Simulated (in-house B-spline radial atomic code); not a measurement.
A fraction x of an electron is removed from 3d in V⁺, starting from [Ar] 3d4 and keeping the highest spin. All numbers are computed (scalar-relativistic (X2C) LC-wPBE, spin-polarised, spherical fractional occupations; Fermi nucleus of rms radius 3.6002 fm) with a radial B-spline atomic code at the basis-set limit, not measured.

Caution: exact exchange at fractional occupations of open shells leaves self-interaction of up to several eV.

```csv
x,E(x) - E(0) (eV),3d up level (eV)
0,0.0000,-12.506
0.1,1.2983,-13.464
0.15,1.9837,-13.955
0.36,5.1372,-16.100
0.43,6.2902,-16.844
0.5,7.4957,-17.603
0.6,9.3112,-18.711
0.7,11.2390,-19.848
0.77,12.6567,-20.660
0.94,16.3403,-22.688
1,17.7235,-23.422
```

The exact functional would give a straight line between the two integer points. Deviations E(x) - E(0) - x[E(1) - E(0)], in eV: -0.474 at x = 0.1, -0.675 at x = 0.15, -1.243 at x = 0.36, -1.331 at x = 0.43, -1.366 at x = 0.5, -1.323 at x = 0.6, -1.167 at x = 0.7, -0.99 at x = 0.77, -0.32 at x = 0.94.

The curve lies below the straight line by up to 1.366 eV (at x = 0.5): convex, the delocalisation error, to which spherically averaged exact exchange adds.

**Question.** How well does Slater's transition state (minus the level at half occupation) give the ionisation energy?

**Answer.** It gives 17.603 eV against 17.724 eV from the two total energies; NIST lists 14.63 eV, ground level to ground level. The end point has an open shell averaged over its orbitals, so its exact exchange keeps a self-interaction and this is no true integer point.
